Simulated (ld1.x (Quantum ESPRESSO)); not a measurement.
**Which change was made? (Se, RRKJ)**

- Element: Se (Z = 34)
- Generator: ld1.x (Quantum ESPRESSO) 7.5
- Type: norm-conserving RRKJ (Kleinman–Bylander form)
- Functional: LDA (PZ)
- Relativity: scalar-relativistic
- Frozen core: [Ne] 3s2
- Valence charge: 22
- Reference configuration: 3p6 3d10 4s2 4p3 (charge +1)
- Partial waves: 4s (bound): rc 1.25 bohr; 3p (bound): rc 0.50 bohr; 3d (bound): rc 0.75 bohr
- Local potential: the d channel
- Core correction: none
- rho0: 0.01

Occupied shells without a wave of their own: 4p. They enter only through the test configuration that unscreens the potential.

Cutoffs, loose and tight: the cutoffs (Ry, on a coarse ladder) from which the occupation-weighted sum of valence levels, in a spherical-Bessel basis at the reference potential, stays within 10 and 1 mRy of its value at 400 Ry. They do not see the model core or the augmentation charge, which bear on the density cutoff. Test errors are all-electron minus pseudo excitation energies from the reference, over the configurations 3p6 3d10 4s2 4p4; 3p6 3d10 4s2 4p2; 3p6 3d10 4s2 4p1; 3p6 3d10 4s1 4p4; 3p6 3d10 4s0 4p6; 3p6 3d10 4s1 4p5; 3p6 3d10 4s2 4p0 (two spin-polarised tests are not counted in the largest error); variants that change the core or the reference have their own tests. The largest error is taken over the tests solved by every variant that gives reliable tests at all, those not shown here included: 3p6 3d10 4s0 4p6; 3p6 3d10 4s1 4p4; 3p6 3d10 4s1 4p5; 3p6 3d10 4s2 4p1; 3p6 3d10 4s2 4p2; 3p6 3d10 4s2 4p4.

The base gives: outcome: generated; bound ghosts: s; largest test error (meV): -352.

Problem. After one change the result is: outcome: failed: compute_phi: phi has nodes before r_c. Which change was it?
A. all radii scaled by about 0.93 (s 1.16, p 0.46, d 0.70 bohr)
B. type TM; local potential all-electron potential smoothed inside 0.80 bohr (lloc = -1); rho0 0
C. reference 3p6 3d10 4s2 4p2
D. core [Ar] 3d10, valence charge 6; reference 4s2 4p3; waves now 4p (bound): rc 0.75 bohr; 4s (bound): rc 1.20 bohr; local potential the s channel

Solution. D. The others give: reference 3p6 3d10 4s2 4p2 → outcome: generated; bound ghosts: s; largest test error (meV): -465 | all radii scaled by about 0.93 (s 1.16, p 0.46, d 0.70 bohr) → outcome: failed: compute_chi: n is too large | type TM; local potential all-electron potential smoothed inside 0.80 bohr (lloc = -1); rho0 0 → outcome: generated, misses its reference levels by 0.19 eV; cutoff, loose: over 300 Ry; cutoff, tight: over 300 Ry; bound ghosts: s; largest test error (meV): -552.
